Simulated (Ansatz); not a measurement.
(H3Si)2NMe (CH₉NSi₂). Total charge 0; singlet. Geometry r2SCAN-D4/def2-SVP, basis def2-TZVP, Ansatz.

```xyz
13

Si   -1.2280    1.0645    0.5698
H    -1.8146    0.5535    1.8523
H    -0.5896    2.3863    0.8257
H    -2.3603    1.2080   -0.3990
N    -0.0245   -0.0123   -0.0952
C    -0.4840   -1.3413   -0.5152
Si    1.7009    0.2558   -0.0763
H     2.4100   -0.6122    0.9211
H     1.9542    1.6844    0.2641
H     2.2728   -0.0717   -1.4209
H     0.1691   -1.7528   -1.3045
H    -1.5023   -1.2908   -0.9387
H    -0.5037   -2.0713    0.3167
```

| run | HOMO (eV) | LUMO (eV) |
| --- | --- | --- |
| A | -8.40 | 1.05 |
| B | -6.83 | -0.13 |
| C | -10.24 | 3.08 |
| D | -6.02 | -0.41 |
| E | -7.04 | 0.06 |
| F | -9.41 | 2.05 |

B3LYP takes the VWN-RPA correlation.

Problem. The runs used B3LYP, CAM-B3LYP, HF, PBE0, r2SCAN, ωB97X-V. Estimate which is which.

Solution. A CAM-B3LYP (range-separated); B B3LYP (20 % exact exchange); C HF (100 % exact exchange); D r2SCAN (0 % exact exchange); E PBE0 (25 % exact exchange); F ωB97X-V (range-separated). Exact exchange lowers occupied and raises empty levels; among semilocal functionals meta-GGAs tend to open the gap a little, and such runs are hard to tell apart. The gap grows from 5.61 eV (r2SCAN) to 13.32 eV (HF).
